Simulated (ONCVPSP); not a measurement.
Potentials for C compared

Generated with ld1.x 7.5 (TM, RRKJ, ultrasoft, PAW), atompaw 4.2 or ONCVPSP 4.0.1. The cutoff is in Ry: for ld1.x and atompaw files where the sum of valence levels is converged to 10 mRy in a Bessel basis, for ONCV files where the hardest occupied wave has 1 mHa per electron of residual kinetic energy. The error is the largest all-electron minus pseudo excitation energy over each file’s own four to seven test configurations (ionisations up to +4, promotions, holes and added fractions of an electron), all of which were solved. The labels leave out finer settings (local radius, basis sizes, second energies), which also bear on the numbers. Spin-polarised tests are not counted. The rows are a selection from randomly drawn settings: files with unsolved tests, undetermined cutoffs or missed reference levels are left out.

A true bound ghost makes a file unfit for plane-wave use even where its test errors are small: the radial tests pick states by their node count and pass the ghost by.

```tsv
potential	cutoff (Ry)	largest error (meV)	bound ghosts
ONCV, PBE, scalar-relativistic, rc 0.95/2.00 (sp), local s, core correction no, reference 2s2 2p2, qcut 8/5.7, projectors 0/2	41	+789	none
ONCV, PBE, scalar-relativistic, rc 1.20/1.45/1.15 (spd), local smoothed, core correction yes, reference 2s2 2p1.75, qcut 5.9/6.3/8.1, projectors 3/2/2	39	+135	none
ONCV, LDA (Perdew-Wang 92), scalar-relativistic, rc 0.90/2.20/1.75 (spd), local smoothed, core correction yes, reference 2s2 2p1, qcut 8.5/6.8/6.4, projectors 2/2/2	41	+386	d
ONCV, PBE, scalar-relativistic, rc 0.90/3.00 (sp), local s, core correction yes, reference 2s1.75 2p2.25, qcut 7.2/4.1, projectors 0/1	39	+1703	none
ONCV, PBE, scalar-relativistic, rc 0.85/1.80/1.75 (spd), local smoothed, core correction yes, reference 2s1.75 2p2.25, qcut 7/6.8/5.7, projectors 3/2/3	39	+460	s
ONCV, PBE, scalar-relativistic, rc 1.20/2.15/2.05 (spd), local smoothed, core correction yes, reference 2s2 2p2, qcut 5.1/6.6/4.1, projectors 2/2/2	54	+610	none
ONCV, LDA (Perdew-Wang 92), scalar-relativistic, rc 0.85/1.50 (sp), local smoothed, core correction yes, reference 2s1.75 2p2.25, qcut 6.4/6, projectors 2/2	40	+157	none
```

Problem. Fill in the row for C: ONCV, LDA (Perdew-Zunger), non-relativistic, rc 1.05/1.90 (sp), local smoothed, core correction yes, reference 2s1.5 2p2.5, qcut 5.1/5.8, projectors 2/3.

Solution. cutoff 80 Ry, largest error +343 meV, bound ghosts: none.
